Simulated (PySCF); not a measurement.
The same groups moved round the core (cyclohexane cyano+boryl). Isolated molecules, 0 K electronic values unless said otherwise. One relaxed conformer stands for each flexible species; it need not be the lowest. Strings in code marks are SMILES.

Level of theory: PySCF with PBE-D3(BJ)/def2-TZVP // PBE0-D3(BJ)/def2-SVP. All candidates: neutral, multiplicity 1. Excitations are Tamm–Dancoff values on a coarser integration grid. The basis has no diffuse functions, so Rydberg states are missing or too high.

The S1 excitation (TDA) comes out as 4.97 eV, the T1 excitation (TDA) comes out as 4.43 eV and the HOMO–LUMO gap comes out as 4.78 eV.

Q: Name which member has these values.
A) `B[C@@H]1CCC[C@@H](C#N)C1`
B) `B[C@@H]1CCCC[C@@H]1C#N`
C) `B[C@@H]1CCC[C@H](C#N)C1`
D) `B[C@H]1CC[C@@H](C#N)CC1`

A: A, `B[C@@H]1CCC[C@@H](C#N)C1`. The others give `B[C@@H]1CCC[C@H](C#N)C1`: 5.39 eV, 4.84 eV, 5.21 eV; `B[C@@H]1CCCC[C@@H]1C#N`: 4.70 eV, 4.34 eV, 4.60 eV; `B[C@H]1CC[C@@H](C#N)CC1`: 4.81 eV, 4.36 eV, 4.64 eV
